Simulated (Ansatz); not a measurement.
CH4Si, SMILES `C[SiH]` (excited triplet) (charge 0, multiplicity 3). This triplet is an excited state, 0.99 eV above the relaxed singlet at the level frozen-core CCSD(T)/cc-pVTZ // B3LYP-D3(BJ)/def2-TZVP (Ansatz, an electronic-structure program).

Computed with frozen-core fic-MRCISD+Q@CASSCF(2e,2o)/cc-pVTZ // B3LYP-D3(BJ)/def2-TZVP (Ansatz).

Ansatz 0.2 input:
```yaml
crystal:
  periodic: [false, false, false]
  atoms:
    - { symbol: C, position_ang: [-0.59836, -0.050163, -0.02] }
    - { symbol: Si, position_ang: [1.224326, -0.540003, -0.189933] }
    - { symbol: H, position_ang: [-0.826821, 0.80002, -0.665785] }
    - { symbol: H, position_ang: [-1.238443, -0.883293, -0.311283] }
    - { symbol: H, position_ang: [-0.826799, 0.212201, 1.014946] }
    - { symbol: H, position_ang: [2.266097, 0.461235, 0.172057] }
basis:
  gaussian: { orbitals: cc-pVTZ }
correlation:
  method: fic_mrcisd_q
  active_space: { window: { electrons: 2, orbitals: 2 } }
magnetization:
  spin_polarized: false
  initial_magnetization: 2
```

Output:

```
Functional definition: HF
674 factors; integrals over basis functions are off by at most 9.6e-4 eV
mean field evaluation 1: about -8952.7092 eV, gradient 2.2e1 eV
mean field evaluation 2: about -8952.7116 eV, gradient 2.2e1 eV
mean field evaluation 4: about -8954.6523 eV, gradient 2.7e0 eV
mean field evaluation 8: about -8954.7108 eV, gradient 8.3e-2 eV
mean field -8954.71092542 eV, -329.0795567881 hartree, gradient 5.6e-6 eV, S^2 2.000000; 0 other end points of the search recorded, 0 dependent functions left out
reference -8954.71092542 eV, -329.0795567881 hartree; 13, 11 occupied and 107, 109 virtual orbitals, 674 factors
state -8954.71092542 eV, -329.0795567881 hartree
contracted CI cycle   1: correlation 0.00000000 eV, 0.0000000000 hartree, residual 2.67e1 eV
contracted CI cycle   2: correlation -7.28267506 eV, -0.2676333719 hartree, residual 3.65e0 eV
contracted CI cycle   3: correlation -7.44941434 eV, -0.2737609275 hartree, residual 8.69e-1 eV
contracted CI cycle   4: correlation -7.45895373 eV, -0.2741114937 hartree, residual 2.27e-1 eV
contracted CI cycle   5: correlation -7.45963011 eV, -0.2741363502 hartree, residual 5.81e-2 eV
contracted CI cycle   6: correlation -7.45967826 eV, -0.2741381198 hartree, residual 1.63e-2 eV
contracted CI cycle   7: correlation -7.45968198 eV, -0.2741382566 hartree, residual 4.62e-3 eV
contracted CI cycle   8: correlation -7.45968227 eV, -0.2741382670 hartree, residual 1.31e-3 eV
contracted CI cycle   9: correlation -7.45968229 eV, -0.2741382679 hartree, residual 3.75e-4 eV
state -8954.71092542 eV, -329.0795567881 hartree; corrected -8962.98300026 eV, -329.3835499316 hartree
Total energy: -8962.98300026 eV, -329.3835499316 hartree
```
